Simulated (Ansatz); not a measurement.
`CN(C)BF` + NH₃ → `NBF` + `CNC` at 400 K and 1 bar (ligand exchange at a B–N bond).

Gas-phase electronic energies from Ansatz, PBE0-D4/def2-TZVP geometries. CCSD(T)/CBS is the MP2 limit (def2-TZVPP, def2-QZVPP) plus CCSD(T) − MP2 in def2-TZVPP, frozen cores. This one scheme is used for every species. One conformer a species, not always the lowest.

```json
{"species": "`CN(C)BF`", "CCSD(T)/CBS energy (Eh)": "-259.69840", "H − E (kJ/mol)": "290.1", "S (J/(mol·K))": "348.9"}
{"species": "NH₃", "CCSD(T)/CBS energy (Eh)": "-56.50880", "H − E (kJ/mol)": "104.2", "S (J/(mol·K))": "203.1"}
{"species": "`NBF`", "CCSD(T)/CBS energy (Eh)": "-181.19761", "H − E (kJ/mol)": "130.1", "S (J/(mol·K))": "274.9"}
{"species": "`CNC`", "CCSD(T)/CBS energy (Eh)": "-135.00321", "H − E (kJ/mol)": "264.6", "S (J/(mol·K))": "293.2"}
```

H − E and S are ideal-gas, rigid-rotor, harmonic terms from PBE0-D4/def2-TZVP, for one conformer and one mirror image of each species. 1 Eh = 2625.50 kJ/mol, R = 8.31446 J/(mol·K).

Problem. By hand: ΔE, ΔH, ΔS and ΔG.

Solution. ΔE = (-181.19761) + (-135.00321) − (-259.69840) − (-56.50880) = 0.00638 Eh = 16.8 kJ/mol. Δ(H − E) = 130.1 + 264.6 − 290.1 − 104.2 = 0.4, so ΔH = 17.2 kJ/mol. ΔS = 274.9 + 293.2 − 348.9 − 203.1 = 16.1 J/(mol·K). ΔG = 17.2 − 400 × (16.1)/1000 = 10.8 kJ/mol.

Problem. By hand: the equilibrium constant, and the temperature at which ΔG would vanish if ΔH and ΔS stayed fixed.

Solution. log₁₀ K = −ΔG/(RT ln 10) = -1.4. ΔG = 0 at ΔH/ΔS = 1068 K, though so small a ΔS makes that figure unsure.

TΔS isn't small against ΔH here. A doubt of 5 kJ/mol in ΔE shifts log₁₀ K by 0.7 here. Other conformers and mirror images would add mixing entropy, several J/(mol·K) or more a flexible species. These are equilibria of isolated gas molecules and say nothing of rates. Largest T1 diagnostic: 0.012 (customary marks: 0.02 for closed shells, 0.045 for open ones).
